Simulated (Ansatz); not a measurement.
Geometry optimisation, RKS BLYP/def2-SVP in Ansatz.

Input:

```yaml
crystal:
  periodic: [false, false, false]
  atoms:
    - { symbol: Zn, position_ang: [0.0, 0.0, 0.0] }
    - { symbol: O, position_ang: [0.0, 0.0, 2.14] }
    - { symbol: H, position_ang: [-0.9095, -0.2814, 2.4771] }
    - { symbol: O, position_ang: [0.0, 0.0, -1.79] }
    - { symbol: H, position_ang: [0.2547, -0.9174, -2.1271] }
    - { symbol: Si, position_ang: [2.4049, -0.6675, 0.8293] }
    - { symbol: H, position_ang: [2.4051, -2.0659, 1.2489] }
    - { symbol: H, position_ang: [3.363, -0.4861, -0.2574] }
    - { symbol: H, position_ang: [2.7837, 0.1784, 1.9574] }
    - { symbol: H, position_ang: [1.2161, -0.3375, 1.9837] }
basis:
  gaussian: { orbitals: def2-SVP }
hamiltonian:
  xc: blyp
relax:
  f_tol: 0.15
  max_steps: 25
  restrain:
    - { distance: [0, 5], at: 3.53, k: 30.0 }
    - { distance: [9, 1], at: 2.21, k: 30.0 }
    - { distance: [0, 1], at: 1.79, k: 30.0 }
    - { distance: [9, 5], at: 1.46, k: 30.0 }
```

Command:

```bash
$ ansatz run input.yaml --threads 4 --pin off --max-ram 5120MiB --backend cpu --events-out ev --progress --plain --runs-dir out
```

Problem. Where does it end, and by what steps?

Solution. It converged. The restraints hold the end off the free minimum; the threshold counts their pulls, which the force column leaves out. Restrained pairs: Zn1–Si6 (2.63 → 3.53 Å), O2–H10 (1.27 → 2.22 Å), Zn1–O2 (2.14 → 1.79 Å), Si6–H10 (1.69 → 1.48 Å). After 18 steps the energy has fallen by 2.762 eV (the restraints' own energy left out); H9 moved furthest, 1.25 Å.

```csv
step,energy less start (eV),largest force component (eV/Å),accepted
0,0.0000,2.630,yes
1,0.1501,1.941,yes
2,0.0910,2.394,yes
3,-0.6491,2.203,yes
4,-1.6754,1.500,yes
5,-2.3768,0.661,yes
6,-2.6538,0.491,yes
7,-2.6861,0.556,yes
8,-2.7080,0.577,yes
9,-2.7224,0.536,yes
10,-2.6847,2.136,no
11,-2.7289,0.502,yes
12,-2.7329,0.722,yes
13,-2.7411,0.464,yes
14,-2.7528,0.436,yes
15,-2.7127,1.367,no
16,-2.7563,0.517,yes
17,-2.7586,0.585,yes
18,-2.7617,0.551,yes
```

```xyz
10
Properties=species:S:1:pos:R:3
Zn -0.488 -0.160 0.124
O -0.691 0.058 1.891
H -1.601 0.311 2.154
O 0.040 -0.282 -1.585
H -0.035 -1.204 -1.911
Si 2.849 -0.653 1.157
H 2.866 -2.100 0.739
H 3.316 0.197 0.007
H 3.783 -0.467 2.326
H 1.479 -0.277 1.561
```

The run took 40 s on 4 threads of Arm Neoverse N1, on a shared host, peak memory 0.16 GiB.
